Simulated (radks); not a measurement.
Values are calculated unless marked as measured or tabulated.
Species: the silver ion Ag2+. Configuration: [Ar] 3d10 4s1.75 4p6 4d9 4f0.25 (fractional occupations, a model configuration).

Level of theory: scalar-relativistic Kohn-Sham, PBE, spin-unpolarised, spherical densities, point nucleus (a radial shooting solver on a logarithmic mesh with Libxc functionals).

Energy parts (eV):
total: -144598.186
kinetic: 150224.771
electron-nucleus: -348380.449
Hartree: 57591.717
exchange-correlation: -4034.225

Orbitals (lengths in bohr, moments of r in powers of bohr):
\begin{tabular}{lrrr}
orbital & occ. & eigenvalue (eV) & <r^4> \\ \hline
1s & 2 & -25357.33 & 4.450e-06 \\
2s & 2 & -3756.134 & 0.0007914 \\
2p & 6 & -3371.835 & 0.0005675 \\
3s & 2 & -710.2478 & 0.03697 \\
3p & 6 & -584.0223 & 0.03957 \\
3d & 10 & -385.0031 & 0.03797 \\
4s & 1.75 & -120.8227 & 1.307 \\
4p & 6 & -84.0912 & 1.985 \\
4d & 9 & -31.6266 & 7.358 \\
5s & 0 & -22.3423 & 73.11 \\
5p & 0 & -15.6557 & 163.9 \\
4f & 0.25 & -5.0638 & 3751 \\
\end{tabular}

The highest occupied level is 4f at -5.064 eV. The configuration is held as typed, so some empty levels lie below it. The density falls to 0.001 e/bohr^3 at r = 3.29 bohr.
